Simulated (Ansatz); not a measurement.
Consider the formal exchange of groups at a C–B bond: `BB(C)CCl` + `F[CH2][GeH3]` → `F[CH]([GeH3])CCl` + `BBC`.

Isolated molecules relaxed with PBE0-D4/def2-TZVP in Ansatz; ΔE leaves out vibrations. CCSD(T)/CBS adds triple-zeta CCSD(T) − MP2 to the extrapolated MP2 energy (def2 sets, frozen cores). Functionals use def2-TZVPP. B3LYP here is the variant with VWN-RPA as its local correlation; programs differ in this. For Ge outer-core shells are correlated without core-valence functions, which leaves a few kJ/mol of doubt a bond. Scalar relativity is left out up to krypton. Each species was taken in one conformer, which may not be the lowest.

**Question.** Is it downhill or uphill in electronic energy at CCSD(T)/CBS, and by how much? (An estimate is asked.)

**Answer.** Ansatz gave: Uphill: ΔE = +0.33 eV.

**Question.** What do these levels give: r2SCAN-D4, B3LYP-D4, ωB97X-V, ωB97M-V, B2PLYP, PBE0, CCSD/def2-TZVPP, HF/def2-QZVPP, MP2/def2-QZVPP, HF/CBS(def2), MP2/CBS(def2), CCSD/CBS(def2)? (An estimate is asked.)

**Answer.** Computed: r2SCAN-D4 0.34, B3LYP-D4 0.35, ωB97X-V 0.33, ωB97M-V 0.35, B2PLYP 0.34, PBE0 0.35, CCSD/def2-TZVPP 0.34, HF/def2-QZVPP 0.32, MP2/def2-QZVPP 0.34, HF/CBS(def2) 0.32, MP2/CBS(def2) 0.34, CCSD/CBS(def2) 0.33 eV.

Largest T1 diagnostic among the species: 0.011.
